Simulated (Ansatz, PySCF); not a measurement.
System: sum formula BNH5, charge 0, multiplicity 2. It need not be the lowest isomer of its formula. 
Structure (B3LYP-D3(BJ)/def2-TZVP (Ansatz, a quantum-chemistry and plane-wave program) minimum search):
```
B
N 1 1.4529
H 2 1.0091 1 123.80
H 2 1.0095 3 113.27 1 -180.00
H 1 1.1952 2 115.55 3 0.00
H 1 1.2537 5 115.75 2 130.23
H 1 1.2537 5 115.75 6 99.53
```
Charge 0, spin multiplicity 2.

Dipole moments at this geometry, in debye (magnitudes).

```json
[
 {"level": "HF/def2-TZVPD", "program": "PySCF", "dipole (D)": "3.83"},
 {"level": "SVWN5/def2-TZVPD", "program": "Ansatz", "dipole (D)": "2.53"},
 {"level": "BLYP/def2-TZVPD", "program": "Ansatz", "dipole (D)": "2.63"},
 {"level": "revPBE/def2-TZVPD", "program": "Ansatz", "dipole (D)": "2.66"},
 {"level": "TPSS/def2-TZVPD", "program": "PySCF", "dipole (D)": "2.73"},
 {"level": "B97M-V/def2-TZVPD", "program": "Ansatz", "dipole (D)": "2.88"},
 {"level": "B3LYP/def2-TZVPD", "program": "Ansatz", "dipole (D)": "2.70"},
 {"level": "PBE0/def2-TZVPD", "program": "PySCF", "dipole (D)": "2.72"},
 {"level": "TPSSh/def2-TZVPD", "program": "PySCF", "dipole (D)": "2.76"},
 {"level": "r2SCAN0/def2-TZVPD", "program": "Ansatz", "dipole (D)": "2.82"},
 {"level": "CAM-B3LYP/def2-TZVPD", "program": "Ansatz", "dipole (D)": "2.69"},
 {"level": "wB97M-V/def2-TZVPD", "program": "Ansatz", "dipole (D)": "2.74"},
 {"level": "CCSD(T)/aug-cc-pVDZ", "program": "Ansatz", "dipole (D)": "2.80"}
]
```
